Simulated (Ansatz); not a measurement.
System: sum formula H₇BSi₂O₃, net charge 0, singlet state. 
Structure (B3LYP-D3(BJ)/def2-TZVP (Ansatz, a quantum-chemistry and plane-wave program) minimum search):
```xyz
13

O     -0.8063     1.8792    -0.0501
B     -0.0586     0.7358     0.0255
O      1.2864     0.7957     0.2646
Si     2.3917    -0.4326     0.3989
O     -0.6726    -0.4726    -0.1411
Si    -2.2470    -0.8917    -0.4379
H     -0.2843     2.6767     0.0803
H      3.6966     0.2088     0.6592
H      2.0386    -1.3268     1.5231
H      2.4566    -1.2110    -0.8574
H     -2.7024    -0.3118    -1.7200
H     -3.1206    -0.4277     0.6617
H     -2.2777    -2.3664    -0.5151
```

Atomisation energy built up term by term with Ansatz (kcal/mol; UHF references for open shells; valence terms freeze the core; atomic spin-orbit terms are left out). CBS(X,Y): correlation extrapolated as X^-3; Hartree-Fock from the larger set.

```csv
term,basis,kcal/mol
Hartree-Fock,cc-pV(Q+d)Z,…
CCSD correlation,"CBS(cc-pV(T+d)Z,cc-pV(Q+d)Z)",…
(T),"CBS(cc-pV(T+d)Z,cc-pV(Q+d)Z)",16.34
core correlation,cc-pwCVTZ,2.13
scalar relativity (X2C),cc-pVTZ-DK against cc-pVTZ,-2.43
sum: De,,…
```

Problem. Fill in the missing entries.

Solution. 
- Hartree-Fock, kcal/mol: 901.95
- CCSD correlation, kcal/mol: 281.26
- sum: De, kcal/mol: 1199.2
